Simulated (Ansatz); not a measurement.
Relaxation of C$_{3}$H$_{10}$B$_{2}$OSi (17 atoms, charge 0, multiplicity 1), to a largest force component of 0.02 eV/Å in at most 40 steps.

Method: RKS LDA/STO-3G (Ansatz 0.2.0).

```xyz
17
Properties=species:S:1:pos:R:3
B -1.333 -2.262 -0.203
Si 0.326 -1.727 0.553
O 0.089 -1.311 2.194
B 1.163 -0.204 -0.422
C 0.399 1.197 -0.504
C 0.954 2.186 -1.233
C -0.874 1.458 0.241
H -1.954 -3.103 0.231
H -1.806 -1.600 -1.096
H 1.246 -2.870 0.472
H 1.030 -1.171 2.570
H 2.128 -0.385 -0.972
H 0.444 3.176 -1.330
H 1.855 2.013 -1.756
H -1.722 0.889 -0.263
H -1.154 2.571 0.270
H -0.811 1.143 1.289
```

Task: Where does it end, and by what steps?

Result: The run converged. Limits of this set-up: minimal basis. After 28 steps the energy has fallen by 0.983 eV; H9 moved furthest, 2.01 Å.

| step | energy less start (eV) | largest force component (eV/Å) | accepted |
| --- | --- | --- | --- |
| 0 | 0.0000 | 3.049 | yes |
| 1 | -0.2795 | 1.626 | yes |
| 2 | -0.4340 | 0.584 | yes |
| 3 | -0.4597 | 0.437 | yes |
| 4 | -0.4902 | 0.297 | yes |
| 5 | -0.5493 | 0.242 | yes |
| 6 | -0.6262 | 0.419 | yes |
| 7 | -0.6293 | 1.076 | yes |
| 8 | -0.6776 | 0.437 | yes |
| 9 | -0.7098 | 0.206 | yes |
| 10 | -0.7434 | 0.369 | yes |
| 11 | -0.7592 | 0.615 | yes |
| 12 | -0.7556 | 1.092 | no |
| 13 | -0.7949 | 0.501 | yes |
| 14 | -0.8145 | 0.433 | yes |
| 15 | -0.8439 | 0.416 | yes |
| 16 | -0.8821 | 0.177 | yes |
| 17 | -0.8960 | 0.913 | yes |
| 18 | -0.9271 | 0.541 | yes |
| 19 | -0.9343 | 0.728 | yes |
| 20 | -0.9709 | 0.327 | yes |
| 21 | -0.9769 | 0.231 | yes |
| 22 | -0.9814 | 0.143 | yes |
| 23 | -0.9810 | 0.199 | no |
| 24 | -0.9827 | 0.077 | yes |
| 25 | -0.9816 | 0.109 | no |
| 26 | -0.9832 | 0.024 | yes |
| 27 | -0.9833 | 0.021 | yes |
| 28 | -0.9834 | 0.019 | yes |

```xyz
17
Properties=species:S:1:pos:R:3
B -1.151 -2.585 -0.335
Si 0.274 -1.596 0.501
O -0.290 -0.807 1.962
B 0.714 -0.243 -0.856
C 0.278 1.184 -0.555
C 1.063 2.178 -1.066
C -0.776 1.449 0.508
H -2.282 -2.333 -0.136
H -0.902 -3.390 -1.155
H 1.435 -2.427 0.813
H 0.592 -0.543 2.421
H 1.339 -0.510 -1.815
H 0.987 3.223 -0.720
H 1.839 1.967 -1.818
H -1.782 1.361 0.062
H -0.679 2.455 0.944
H -0.680 0.615 1.286
```

Whether the end is a true minimum wasn't checked by a vibrational analysis.

Run time: 100 s on 1 thread of Arm Neoverse V1 (shared host), peak memory 0.14 GiB.
